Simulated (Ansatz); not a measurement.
`BC1=C(C)S1` + `NBCl` → `BBCl` + `CC1=C(N)S1`  (formal exchange of groups at a B–C bond)

Gas-phase electronic energies from Ansatz, PBE0-D4/def2-TZVP geometries. CCSD(T)/CBS is the MP2 limit (def2-TZVPP, def2-QZVPP) plus CCSD(T) − MP2 in def2-TZVPP, frozen cores. DFT in def2-TZVPP. One conformer a species, not always the lowest.

`BC1=C(C)S1`:

Z-matrix (Å, degrees):
```
C
C 1 1.463
H 1 1.093 2 109.2
H 1 1.093 2 109.2 3 116.8
H 1 1.090 2 111.3 3 -121.6
C 2 1.306 1 146.0 3 121.3
S 2 1.730 1 135.8 3 -58.7
B 6 1.482 2 156.7 1 -0.0
H 8 1.198 6 116.1 2 0.1
H 8 1.191 6 122.6 2 -179.9
```

`NBCl`:

```xyz
6

N     0.276    0.533    0.474
B    -0.228   -0.525   -0.260
Cl   -0.530   -0.326   -1.991
H     0.462    0.461    1.459
H     0.487    1.431    0.071
H    -0.467   -1.576    0.247
```

`BBCl`:

Z-matrix (Å, degrees):
```
B
B 1 1.654
H 1 1.198 2 121.6
H 1 1.198 2 121.7 3 179.5
Cl 2 1.753 1 117.9 3 -89.7
H 2 1.196 1 126.1 3 90.3
```

`CC1=C(N)S1`:

```xyz
10

C    -0.976   -0.783    1.214
C     0.106   -0.155    0.463
C     0.702    0.374   -0.541
N     0.742    0.778   -1.831
S     1.926    0.207    0.758
H    -0.720   -1.812    1.488
H    -1.887   -0.806    0.609
H    -1.190   -0.237    2.137
H    -0.150    0.967   -2.261
H     1.447    1.468   -2.037
```

CCSD(T)/CBS gives +63.4 kcal/mol.

Task: Another level gave +64.7 kcal/mol. Which?
A. PBE-D4/def2-TZVPP
B. r2SCAN-D4/def2-TZVPP
C. PBE0-D4/def2-TZVPP
D. HF/def2-TZVPP

Result: A. PBE-D4 64.7, PBE0-D4 62.6, r2SCAN-D4 66.5, HF/def2-TZVPP 60.2 kcal/mol.

Largest T1 diagnostic among the species: 0.018.

In def2-TZVPP, CCSD(T) changes the Hartree–Fock value by +3.7 kcal/mol (the triples alone add +1.7 kcal/mol) and MP2 by +4.8 kcal/mol. From PBE to PBE0 (25 % exact exchange), in def2-TZVPP and without D4, ΔE moves by −2.1 kcal/mol.
